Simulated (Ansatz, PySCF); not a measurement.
Molecule: SbH$_{2}$, charge 0, multiplicity 2. 
Structure (B3LYP-D3(BJ)/def2-TZVP (Ansatz, a program for electronic structure) minimum search):
```xyz
3

Sb    -0.0160    -0.0195     0.0381
H     -0.5332     1.2693    -0.9731
H      1.3506    -0.2759    -0.9706
```
Charge 0, spin multiplicity 2.

Wanted: vertical electron affinity (to the singlet state of charge -1; a negative value means that the extra electron is unbound and the number depends on the basis; each state is the SCF solution reached for its spin), in eV. Cores are frozen in the correlated levels unless marked. UHF or UKS for open shells. No spin-orbit coupling. Frozen are the shells of the preceding noble gas and the d and f shells that filled before the atom's block. Past Kr the def2 sets carry scalar-relativistic core potentials. Anions need diffuse functions: def2-D sets add few. CBS(X,Y): correlation extrapolated as X^-3; Hartree-Fock from the larger set.

```tsv
level	program	vertical electron affinity (eV)
r2SCAN/def2-TZVPD	Ansatz	___
B3LYP/def2-TZVPD	Ansatz	___
BHLYP/def2-TZVPD	Ansatz	___
M06-2X/def2-TZVPD	PySCF	1.00
CAM-B3LYP/def2-TZVPD	Ansatz	___
wB97M-V/def2-TZVPD	Ansatz	1.21
wB97X-V/def2-TZVPD	Ansatz	1.24
B2PLYP/def2-TZVPD	Ansatz	1.17
SCS-MP2/def2-SVPD	Ansatz	0.73
SCS-MP2/def2-TZVPPD	Ansatz	1.09
SCS-MP2/def2-QZVPPD	Ansatz	1.21
CCSD/def2-TZVPPD	Ansatz	1.09
CCSD(T)/CBS(def2-TZVPPD,def2-QZVPPD)	Ansatz	1.32
```

**Question.** Fill in the missing entries.

**Answer.** 
- r2SCAN/def2-TZVPD, vertical electron affinity (eV): 1.16
- B3LYP/def2-TZVPD, vertical electron affinity (eV): 1.27
- BHLYP/def2-TZVPD, vertical electron affinity (eV): 1.12
- CAM-B3LYP/def2-TZVPD, vertical electron affinity (eV): 1.25
